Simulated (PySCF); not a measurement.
## Orbital picture of NbSi

M06-2X at R = 2.441 Å; basis Nb def2-TZVPP with ECP28, Si def2-TZVPP; scalar-relativistic core potentials; PySCF 2.14. State: ⁶Σ⁺ (sextet), unpaired electrons σ ↑, π ↑↑, δ ↑↑. Only the outer orbitals are listed, counted within each symmetry, core potentials removing the inner ones.

```csv
spin,orbital,occ.,ε (eV),on Nb (%),main shells (%)
α,6σ,1,-13.70,13,86 Si s
α,7σ,1,-7.10,53,"52 Nb d, 39 Si p"
α,3π,1,-6.82,50,"48 Si p, 45 Nb d"
α,3π,1,-6.82,50,"48 Si p, 45 Nb d"
α,1δ,1,-6.56,100,100 Nb d
α,1δ,1,-6.56,100,100 Nb d
α,8σ,1,-6.37,84,"68 Nb s, 15 Nb d, 15 Si p"
α,4π,0,-1.33,69,"47 Nb d, 30 Si p, 22 Nb p"
α,4π,0,-1.33,69,"47 Nb d, 30 Si p, 22 Nb p"
α,9σ,0,-1.14,71,"31 Nb p, 30 Si p, 24 Nb s"
β,5σ,1,-39.20,99,99 Nb p
β,2π,1,-38.19,100,100 Nb p
β,2π,1,-38.19,100,100 Nb p
β,6σ,1,-12.21,9,91 Si s
β,7σ,1,-5.97,38,"58 Si p, 25 Nb s, 12 Nb d"
β,8σ,0,-2.32,95,"64 Nb s, 26 Nb d"
β,3π,0,-2.26,33,"67 Si p, 19 Nb p, 14 Nb d"
β,3π,0,-2.26,33,"67 Si p, 19 Nb p, 14 Nb d"
```

Which are the highest filled and the lowest empty level, where do they sit, and how wide is the gap?

Highest filled β 7σ at -5.97 eV (in %: 58 Si p, 25 Nb s, 12 Nb d); lowest empty β 8σ at -2.32 eV (in %: 64 Nb s, 26 Nb d); the gap at M06-2X is 3.65 eV.

The bond order (Mayer) is 2.13, the ⟨S²⟩ is 8.760 and the charge on Nb (Mulliken, basis-dependent) is 0.04. The charge on Nb (Löwdin, basis-dependent) is -0.20 and the dipole moment (positive dipole means Nb(−)Si(+)) is -2.44 D.

Spin–orbit coupling is left out. The state is the lowest single determinant that the PBE0 search found; with open d or f shells the true ground state can be another one.
